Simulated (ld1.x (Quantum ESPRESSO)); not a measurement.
# Re (Z = 75): from the effect back to the setting (TM)

Base potential:

Re (Z = 75), norm-conserving Troullier–Martins (Kleinman–Bylander form), made with ld1.x (Quantum ESPRESSO) 7.5 (PBEsol, scalar-relativistic). Core [Kr] 4d10 4f14 5s2, reference 5p6 5d5 6s2 6p0. Waves: 6s (bound): rc 2.40 bohr; 5p (bound): rc 1.75 bohr; 5d (bound): rc 2.60 bohr. Local part: all-electron potential smoothed inside 1.90 bohr (lloc = -2). Core correction: Bessel-smoothed model core inside 1.00 bohr.

Cutoffs, loose and tight: the cutoffs (Ry, on a coarse ladder) from which the occupation-weighted sum of valence levels, in a spherical-Bessel basis at the reference potential, stays within 10 and 1 mRy of its value at 400 Ry. They do not see the model core or the augmentation charge, which bear on the density cutoff. Test errors are all-electron minus pseudo excitation energies from the reference, over the configurations 5p6 5d5 6s1 6p0; 5p6 5d5 6s0 6p0; 5p6 5d4 6s0 6p0; 5p5 5d5 6s2 6p0; 5p6 5d5 6s0 6p1; 5p6 5d5 6s1 6p1; 5p6 5d5 6s0 6p2; variants that change the core or the reference have their own tests. The largest error is taken over the tests solved by every variant that gives reliable tests at all, those not shown here included: 5p6 5d4 6s0 6p0; 5p6 5d5 6s0 6p0; 5p6 5d5 6s0 6p1; 5p6 5d5 6s0 6p2; 5p6 5d5 6s1 6p0; 5p6 5d5 6s1 6p1.

Only the rcloc is moved (2 further runs of the sweep failed or gave no value and are left out):

```
rcloc (bohr)  cutoff, loose  cutoff, tight  bound ghosts  largest test error (meV)  median size of the test errors
        1.36          45 Ry          55 Ry             s                       +44                        24.2 meV
        1.96          45 Ry          55 Ry          none                      -154                        39.4 meV
         2.3          45 Ry          55 Ry          none                      -465                       193.9 meV
        2.92          45 Ry          55 Ry          none                     -1242                       366.9 meV
```

Problem. One more run gave cutoff, loose: 45 Ry; cutoff, tight: 55 Ry; bound ghosts: none; largest test error (meV): -816; median size of the test errors: 298.0 meV. Which value of the rcloc was used?

Solution. 2.58 bohr. The median size of the test errors moves one way along this sweep, from 24.2 meV at 1.36 to 366.9 meV at 2.92 bohr, which places the run between 2.3 and 2.92 bohr.
